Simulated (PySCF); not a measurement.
Ligand exchange on a metal centre used in film growth or etching (Mo Cl-OH). Isolated molecules, 0 K electronic values unless said otherwise. One relaxed conformer stands for each flexible species; it need not be the lowest.

Quantity: redistribution energy (mixed species minus the weighted end members), in kJ/mol.

A: 2 of 6 Cl replaced by OH: [Mo(Cl)4(OH)2]
B: 4 of 6 Cl replaced by OH: [Mo(Cl)2(OH)4]
C: 1 of 6 Cl replaced by OH: [Mo(Cl)5(OH)]
D: 5 of 6 Cl replaced by OH: [Mo(Cl)(OH)5]

Problem. Rank these by redistribution energy (mixed species minus the weighted end members) (lowest first), as BP86/6-31G* (LANL2DZ on Mo) // r2SCAN-D4/def2-SVP (PySCF) gives it.

Solution. B (-34.92 kJ/mol), A (-10.42 kJ/mol), C (-3.02 kJ/mol), D (-0.57 kJ/mol)
